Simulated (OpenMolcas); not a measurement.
Mn4+ in a point-charge field

Mn4+ among 6 point charges of -1 e arranged as an octahedron (Oh), 2.32 Å from the ion.

- Program: OpenMolcas 26.06
- Method: CASSCF
- Basis: ANO-RCC-VTZP [6s5p3d2f1g]
- Scalar Hamiltonian: DKH2, point nucleus
- Active space: 3 electrons in 5 orbitals (3d)
- State averaging: 2S+1 = 4 even, 10 roots; 2S+1 = 2 even, 40 roots
- Spin-orbit coupling: state interaction with AMFI integrals over the reference wave functions

The lowest spin-free states (labels of O, the rotations of Oh), above the lowest:

```tsv
State	Degeneracy	E (cm-1)	Free-ion L (%)
4A2	1	0.0	F (100)
4T2	3	620.5	F (100)
4T1	3	1116	F (100)
4T1	3	20730	P (100)
2A1	1	20961	G (100)
2T1	3	20993	G (99)
2E	2	20994	G (99)
2T2	3	21237	G (100)
2T1	3	27286	H (61)
2T2	3	27562	H (98)
2E	2	27832	H (98)
2T1	3	27863	H (92)
2T1	3	27964	P (53)
2T2	3	30071	D (98)
2E	2	30202	D (98)
2A2	1	47285	F (100)
2T2	3	47409	F (100)
2T1	3	47530	F (100)
2E	2	73997	D (100)
2T2	3	74164	D (100)
```

The lowest levels with spin-orbit coupling:

| E (cm-1) | Degeneracy | Label | 2S+1 | g |
| --- | --- | --- | --- | --- |
| 0.0 | 4 | Γ8 | 4 |  |
| 622.4 | 4 | Γ8 | 4 |  |
| 720.8 | 2 | Γ7 | 4 | 0.36 0.36 0.36 |
| 1066 | 4 | Γ8 | 4 |  |
| 1072 | 2 | Γ6 | 4 | 2.99 2.99 2.99 |
| 1318 | 2 | Γ7 | 4 | 1.64 1.64 1.64 |
| 1711 | 4 | Γ8 | 4 |  |
| 1965 | 4 | Γ8 | 4 |  |
| 2097 | 2 | Γ6 | 4 | 4.99 4.99 4.99 |
| 20744 | 2 | Γ6 | 4 | 2.65 2.65 2.65 |
| 20895 | 4 | Γ8 | 4 |  |
| 21070 | 2 | Γ6 | 2 | 1.93 1.93 1.93 |
| 21104 | 4 | Γ8 | 2 |  |
| 21330 | 2 | Γ7 | 2 (56 %) | 0.30 0.30 0.30 |
| 21338 | 4 | Γ8 | 4 |  |
| 21345 | 2 | Γ7 | 4 (56 %) | 0.31 0.31 0.31 |
| 21621 | 4 | Γ8 | 2 |  |
| 21637 | 2 | Γ6 | 2 | 3.93 3.93 3.93 |
| 21790 | 4 | Γ8 | 2 |  |
| 27458 | 2 | Γ6 | 2 | 2.23 2.23 2.23 |

Powder χT (cm3 K/mol): 0.232 at 2 K, 0.245 at 10 K, 0.312 at 50 K, 0.396 at 100 K, 0.568 at 200 K, 0.753 at 300 K. The effective moment at 300 K is 2.828 √(χT) = 2.45 μB.

The lowest level has 2S+1 = 4, for which the spin-only value is χT = S(S+1) / 2 = 1.875 cm3 K/mol (g = 2). The computed 0.753 at 300 K differs by -1.122, through orbital momentum, spin-orbit coupling and any other state in reach.

A least-squares ligand-field fit to the states below 45000 cm-1, each weighted by its degeneracy and with a free common offset, gives 10Dq = 627 cm-1, B = 1329 cm-1 and C = 4995 cm-1 (C/B = 3.76), with an rms deviation of 31 cm-1.

Spin-orbit coupling mixes the spin-free states strongly: the lowest level takes only 63 % from its leading state, 4A2. Without dynamic correlation the repulsion within the d shell is too large (B by tens of per cent), so at a given field states of lower spin stand too high. This field is weak: 10Dq is about 627 cm-1, while octahedral complexes of 3d ions of charge 3 and more, computed by the same method with explicit ligands, had a median near 15000 cm-1. Ground spin and moment need not be those of a real site. The ground term spreads over less than 5000 cm-1, several times less than with real ligands, so orbital moments are less quenched and χT lies further from the spin-only value than at real sites. This is an electrostatic model: the charges have no orbitals. No measured value stands beside these numbers.
